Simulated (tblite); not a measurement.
Se, charge +1, quartet; GFN1-xTB run with tblite 0.6.0.

The tblite input:
```
$ tblite run mol.xyz --method gfn1 --charge 1 --spin 3 --json tblite.json --no-restart

# file mol.xyz
1

Se     0.00000000     0.00000000     0.00000000
```

Task: What does tblite print? Leave out banner, timings and long lists.

Result: 
```
xTB calculator
 | screened Coulomb repulsion
 | Coulomb electrostatics
 |  * isotropic Klopman-Ohno-Mataga-Nishimoto electrostatics
 |  * onsite third-order electrostatics
 | DFT-D3(BJ) dispersion correction

halogen bonding energy    0.0000000000000E+00 Eh
repulsion energy          0.0000000000000E+00 Eh
dispersion energy         0.0000000000000E+00 Eh
number of electrons       5.0000000000000E+00 e
integral cutoff           2.0076194534669E+01 bohr

------------------------------------------------------------
  cycle        total energy    energy error   density error
------------------------------------------------------------
      1     -2.551144296000  -2.5511443E+00   2.7216553E-01
      2     -2.551144296000   0.0000000E+00   1.6329932E-01
      3     -2.551144296000   0.0000000E+00   9.7969793E-06
------------------------------------------------------------

electronic energy        -2.5511442960000E+00 Eh
total energy             -2.5511442960000E+00 Eh

Post processing:
 | Mayer-Wiberg bond orders

[Info] JSON dump of results written to 'tblite.json'
```
